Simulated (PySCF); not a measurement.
**Magnetisability: `InChI=1S/C8H11Cl/c1-3-8(9)7-5-4-6(7)2/h5,8H,2-4H2,1H3/t8-/m1/s1`**

Geometry:
```tsv
atom	x (Å)	y (Å)	z (Å)
C1	2.782	-0.602	0.384
C2	1.858	0.136	-0.201
C3	1.838	1.506	-0.872
C4	0.377	1.204	-1.114
C5	0.427	0.004	-0.507
C6	-0.527	-1.103	-0.264
Cl7	-0.162	-2.398	-1.481
C8	-1.991	-0.704	-0.391
C9	-2.418	0.198	0.762
H10	2.556	-1.576	0.786
H11	3.801	-0.264	0.474
H12	2.047	2.348	-0.213
H13	2.453	1.587	-1.768
H14	-0.390	1.776	-1.600
H15	-0.330	-1.568	0.706
H16	-2.140	-0.191	-1.343
H17	-2.606	-1.606	-0.395
H18	-1.816	1.103	0.787
H19	-3.462	0.478	0.649
H20	-2.302	-0.318	1.713
```

Theory: GIAO PBE0/pcSseg-0 magnetisability, rotational g tensor and spin-rotation constants, non-relativistic, gas phase (PySCF 2.14.0). Geometry: GFN2-xTB.

Question: How diamagnetic is it, and how anisotropic?

Answer: Isotropic -1601 × 10⁻³⁰ J/T², or -96.4 × 10⁻⁶ cm³/mol; principal values -1855, -1499, -1449 × 10⁻³⁰ J/T², anisotropy 384 × 10⁻³⁰ J/T² (root of half the summed squared differences of the principal values). The susceptibility is in cgs units.

Question: Split it along the inertial axes a, b, c into diamagnetic and paramagnetic parts about the centre of mass, with the quadrupole moment.

Answer: 
| axis | χ (10⁻⁶ cm³/mol) | diamagnetic (10⁻⁶ cm³/mol) | paramagnetic (10⁻⁶ cm³/mol) | summed x² of all electrons (Å²) | quadrupole Θ (D Å) |
| --- | --- | --- | --- | --- | --- |
| a | -90.1 | -850.9 | 760.7 | 238.5 | +4.07 |
| b | -103.6 | -1247.5 | 1143.9 | 145.0 | -5.08 |
| c | -95.5 | -1626.7 | 1531.2 | 55.6 | +1.01 |

Anisotropies 2χaa − χbb − χcc = +18.8 and 2χbb − χaa − χcc = -21.5 × 10⁻⁶ cm³/mol. Θ is traceless in Buckingham's convention.

Question: And the rotational g tensor?

Answer: 
| axis | rotational constant (GHz) | g | nuclear part | electronic part |
| --- | --- | --- | --- | --- |
| a | 1.6593 | -0.0171 | 0.5759 | -0.5930 |
| b | 1.0900 | -0.0016 | 0.5842 | -0.5858 |
| c | 0.7998 | -0.0055 | 0.5698 | -0.5753 |

Asymmetric top; isotopes 12C, 35Cl, 1H; no vibrational averaging.
